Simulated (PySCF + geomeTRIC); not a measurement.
Species: H3NS, SMILES `NS` (charge 0, multiplicity 1).

### Question
Give a relaxed geometry from B3LYP-D3(BJ)/def2-TZVP run with PySCF + geomeTRIC.

### Answer
One answer among several that fit: the end point of this relaxation, one of several conformers (outside a Z-matrix the atoms follow the SMILES, hydrogens last).
Z-matrix (Å, degrees):
```
N
H 1 1.0109
H 1 1.0109 2 110.10
S 1 1.7194 2 110.85 3 123.03
H 4 1.3476 1 97.42 2 118.71
```
